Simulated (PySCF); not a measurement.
# Dipole response of Cl(2+) (chlorine, charge +2)

[Ne] 3s2 3p3, high-spin 4S determinant. All numbers are calculated (PySCF 2.14, no relativity, point nucleus, in dyall-av3z (19s12p3d2f, 84 functions)). Coupled (time-dependent) response in atomic units; α is the mean over directions.

| method | mean α (bohr³) | C₆ (like pair) | S(−4) |
| --- | --- | --- | --- |
| UHF | 5.942 | 21.17 | 11.44 |
| PBE | 5.835 | 20.82 | 9.997 |
| PBE0 | 5.825 | 20.75 | 10.09 |
| LC-wPBE | 5.816 | 20.68 | 10.14 |
| MN15 | 5.892 | 20.22 | 11.98 |

S(−4) is the Cauchy moment in α(ω) = α(0) + S(−4) ω² + …

α(iu) at PBE:

```csv
u (hartree),α(iu) (bohr³)
0,5.835
0.0500,5.810
0.100,5.737
0.200,5.468
0.300,5.082
0.500,4.178
0.750,3.136
1.00,2.345
1.50,1.384
2.00,0.8935
3.00,0.4575
5.00,0.1908
```

A single London oscillator, α(iu) = α/(1 + u²/ω²), gives C₆ = (3/4) ω α². Matching the computed C₆ needs ω = 4 × 20.82 / (3 × 5.835²) = 0.815 hartree.

For an ion, C₆ is the dispersion term alone; charge-induced terms of lower order in 1/R come first.
